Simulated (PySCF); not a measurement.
C₃H₇ (SMILES C[CH]C), doublet, geometry from GFN2-xTB, with bond 5-2 at 1.6 times its length; PBE0/STO-3G (PySCF).

Input for PySCF:
```python
from pyscf import gto, scf, dft

mol = gto.Mole()
mol.atom = '''
    C    -0.080734    0.514254    0.002024
    C     0.044777   -0.197533    1.290932
    C     0.044453   -0.188022   -1.292255
    H    -0.463600    1.520729    0.005251
    H     0.619853    0.871187    2.543954
    H     0.430184    0.478883   -2.064031
    H    -0.922652   -0.592384    1.631684
    H     0.725273   -1.044071    1.204624
    H     0.703359   -1.051180   -1.205875
    H    -0.927738   -0.554586   -1.649926
'''
mol.basis = 'sto-3g'
mol.charge = 0
mol.spin = 1
mol.verbose = 4
mol.build()

mf = dft.UKS(mol)
mf.xc = 'pbe0'
mf.init_guess = 'mod_huckel'
mf.kernel()
```

The log (banner, timings and long lists left out):

```
PySCF version 2.14.0

[INPUT] verbose = 4
[INPUT] num. atoms = 10
[INPUT] num. electrons = 25
[INPUT] charge = 0
[INPUT] spin (= nelec alpha-beta = 2S) = 1
[INPUT] symmetry False subgroup None
[INPUT] Mole.unit = angstrom
[INPUT] Symbol           X                Y                Z      unit          X                Y                Z       unit  Magmom
[...]
nuclear repulsion = 74.1624923812825
number of shells = 16
number of NR pGTOs = 66
number of NR cGTOs = 22
basis = sto-3g
ecp = {}

******** <class 'pyscf.dft.uks.UKS'> ********
method = UKS
initial guess = mod_huckel
damping factor = 0
level_shift factor = 0
DIIS = <class 'pyscf.scf.diis.CDIIS'>
diis_start_cycle = 1
diis_space = 8
diis_damp = 0
SCF conv_tol = 1e-09
SCF conv_tol_grad = None
SCF max_cycles = 50
direct_scf = True
direct_scf_tol = 1e-13
number electrons alpha = 13  beta = 12
XC library pyscf.dft.libxc version 7.1.2
    S. Lehtola, C. Steigemann, M. J. T. Oliveira, and M. A. L. Marques,  SoftwareX 7, 1–5 (2018)
XC functionals = pbe0
    C. Adamo and V. Barone,  J. Chem. Phys. 110, 6158 (1999)
    M. Ernzerhof and G. E. Scuseria,  J. Chem. Phys. 110, 5029 (1999)
radial grids:
    Treutler-Ahlrichs [JCP 102, 346 (1995); DOI:10.1063/1.469408] (M4) radial grids

becke partition: Becke, JCP 88, 2547 (1988); DOI:10.1063/1.454033
pruning grids: <function nwchem_prune>
grids dens level: 3
symmetrized grids: False
atomic radii adjust function: <function treutler_atomic_radii_adjust>
small_rho_cutoff = 0
Set gradient conv threshold to 3.16228e-05
Initial guess from on-the-fly Huckel, doi:10.1021/acs.jctc.8b01089,
employing the updated GWH rule from doi:10.1021/ja00480a005.
Spherically averaged atomic HF for {'C', 'H'}

******** <class 'pyscf.scf.atom_hf.AtomSphAverageRHF'> ********
method = AtomSphAverageRHF
initial guess = minao
damping factor = 0
level_shift factor = 0
DIIS = <class 'pyscf.scf.diis.CDIIS'>
diis_start_cycle = 1
diis_space = 8
diis_damp = 0
SCF conv_tol = 1e-09
SCF conv_tol_grad = None
SCF max_cycles = 50
direct_scf = True
direct_scf_tol = 1e-13
atom = C
Set gradient conv threshold to 3.16228e-05
Initial guess from minao.
init E= -36.7517431777338
cycle= 1 E= -36.7619269638614  delta_E= -0.0102  |g|=    0  |ddm|= 0.0245
cycle= 2 E= -36.7619269638615  delta_E= -2.13e-14  |g|=    0  |ddm|= 1.91e-15
Extra cycle  E= -36.7619269638615  delta_E=    0  |g|=    0  |ddm|=    0
Atomic HF for atom  C  converged. SCF energy = -36.7619269638615

******** 1 electron system ********
Atomic HF for atom  H  converged. SCF energy = -0.466581849557275

tot grids = 111016
init E= -108.251504515996
cycle= 1 E= -115.370864399988  delta_E= -7.12  |g|= 1.22  |ddm|= 8.79
cycle= 2 E= -115.867330946587  delta_E= -0.496  |g|= 0.973  |ddm|= 3.45
cycle= 3 E= -116.7651346471  delta_E= -0.898  |g|= 0.141  |ddm|=  1.9
cycle= 4 E= -116.786016455433  delta_E= -0.0209  |g|= 0.0759  |ddm|= 0.397
cycle= 5 E= -116.791325719415  delta_E= -0.00531  |g|= 0.021  |ddm|= 0.13
cycle= 6 E= -116.791849112116  delta_E= -0.000523  |g|= 0.00812  |ddm|= 0.0409
cycle= 7 E= -116.792179072598  delta_E= -0.00033  |g|= 0.00581  |ddm|= 0.0409
cycle= 8 E= -116.792412942993  delta_E= -0.000234  |g|= 0.00407  |ddm|= 0.0399
cycle= 9 E= -116.792639535406  delta_E= -0.000227  |g|= 0.00125  |ddm|= 0.0735
cycle= 10 E= -116.792654487566  delta_E= -1.5e-05  |g|= 0.000256  |ddm|= 0.0209
cycle= 11 E= -116.792654717832  delta_E= -2.3e-07  |g|= 5.28e-05  |ddm|= 0.00193
cycle= 12 E= -116.792654729564  delta_E= -1.17e-08  |g|= 1.15e-05  |ddm|= 0.00059
cycle= 13 E= -116.792654729778  delta_E= -2.14e-10  |g|= 3.61e-06  |ddm|= 4.7e-05
Extra cycle  E= -116.792654729795  delta_E= -1.67e-11  |g|= 1.7e-06  |ddm|= 9.34e-06
converged SCF energy = -116.792654729795  <S^2> = 0.7846884  2S+1 = 2.0343927
```
